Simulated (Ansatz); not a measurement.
Cartesian coordinates in Å:
```
F -0.6376 -2.3728 -0.8151
Ga -0.9520 -0.7186 -1.2468
Cl -2.1987 -0.3043 -2.8857
O -0.2111 0.5484 -0.2946
Si 0.7763 0.6741 1.0139
H 2.0492 -0.0579 0.7825
H 0.1125 0.1169 2.2216
H 1.0614 2.1142 1.2240
```

The species carries charge 0 and has multiplicity 1.

(1) List the r2SCAN/def2-TZVPP orbital energies in eV (Ansatz). (Estimate.)

Answers

(1) Computed: Occupied: -10123.81, -2753.95, -1791.69, -1245.87, -1102.35, -1102.21, -1102.18, -665.77, -516.34, -255.32, -193.86, -193.72, -193.70, -149.70, -142.06, -102.69, -102.39, -102.34, -96.96, -96.90, -96.90, -30.39, -26.31, -22.79, -22.17, -22.14, -22.05, -21.78, -21.04, -14.32, -12.47, -11.14, -10.81, -10.31, -9.87, -9.80, -9.68, -8.94, -8.71, -8.13, -8.05. Lowest empty: -2.48, -1.40, 0.03, 1.08, 1.33, 1.44, 2.17, 2.72.
